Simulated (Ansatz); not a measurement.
`[CH3][Ta](=[O])([Cl])[Cl]`, relaxed with RKS PBE-D4/def2-SVP in the Gaussian-basis code of Ansatz from a rough embedded geometry. The force threshold is 0.03 eV/Å; the program also tests the step.

Charge 0, multiplicity 1. Ta: def2 effective core potential.

Start:

```xyz
8

C    -1.261    0.263   -0.029
Ta    0.936   -0.211   -0.127
O     1.329   -0.774   -1.878
Cl    2.317    1.801    0.360
Cl    1.538   -2.027    1.500
H    -1.399    1.311    0.335
H    -1.753    0.060   -0.959
H    -1.706   -0.422    0.796
```

**Question.** By how much does the energy fall, and how many steps does the optimiser take? (An estimate is asked.)

**Answer.** The calculation gave: 121.71 kJ/mol, in 14 steps, 1 of them rejected.

**Question.** Which bonds change most? (Best estimate.)

**Answer.** Ansatz gave: Ta2–Cl5 from 2.511 to 2.316 Å; Ta2–Cl4 from 2.488 to 2.316 Å; Ta2–O3 from 1.881 to 1.727 Å; C1–Ta2 from 2.250 to 2.137 Å.

**Question.** Give the relaxed structure. (Best estimate.)

**Answer.** The calculation gave: 
```xyz
8

C    -1.119    0.225    0.022
Ta    0.972   -0.211   -0.049
O     1.097   -1.051   -1.552
Cl    2.102    1.806   -0.189
Cl    1.443   -1.664    1.693
H    -1.375    0.778    0.952
H    -1.412    0.836   -0.859
H    -1.707   -0.718   -0.017
```
